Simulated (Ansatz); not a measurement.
Molecule: SeF2, net charge 1, doublet state. 
Geometry from a B3LYP-D3(BJ)/def2-TZVP (Ansatz, a program for electronic structure) optimisation:
```
Se
F 1 1.6708
F 1 1.6708 2 98.68
```
Charge +1, spin multiplicity 2.

Basis-set convergence of Hartree-Fock and CCSD correlation energies (hartree) with Ansatz. Cores are frozen in the correlated levels unless marked. UHF or UKS for open shells. No spin-orbit coupling. The frozen core is the preceding noble-gas configuration, with the filled d and f shells of earlier blocks. No relativistic terms.

```json
[
 {"basis": "aug-cc-pVDZ", "functions": "82", "E(HF)": "-2598.32527", "E(corr, CCSD)": "-0.53106"},
 {"basis": "aug-cc-pVTZ", "functions": "151", "E(HF)": "?", "E(corr, CCSD)": "?"}
]
```

Q: Some entries are withheld; supply them.

A: 
- aug-cc-pVTZ, E(HF): -2598.46586
- aug-cc-pVTZ, E(corr, CCSD): -0.65765
